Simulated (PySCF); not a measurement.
Input file for PySCF: R-B3LYP/LANL2DZ on H2PbS2 (SMILES [SH][Pb][SH]), a point of a torsion scan.

```python
from pyscf import gto, scf, dft, mp
from pyscf.data.elements import chemcore

mol = gto.M(
    atom='''
    S     1.97558488    0.01514448   -0.45010375
    Pb   -0.24988688    0.03320626    0.73429672
    S    -1.79210345    0.44372841   -1.21739595
    H     1.62430527    0.22531101   -1.70627022
    H    -0.94763036    0.50582936   -2.23155458
    ''',
    basis='lanl2dz',
    ecp={'Pb': 'lanl2dz', 'S': 'lanl2dz'},
    charge=0, spin=0, verbose=3, max_memory=1800)
mf = dft.RKS(mol, xc='b3lyp')
mf.conv_tol = 1e-8
mf.max_cycle = 100
mf.kernel()
if not mf.converged:
    mf = mf.newton().run(mf.mo_coeff, mf.mo_occ)
```

What total energy does the run end on?

-24.9390 hartree.
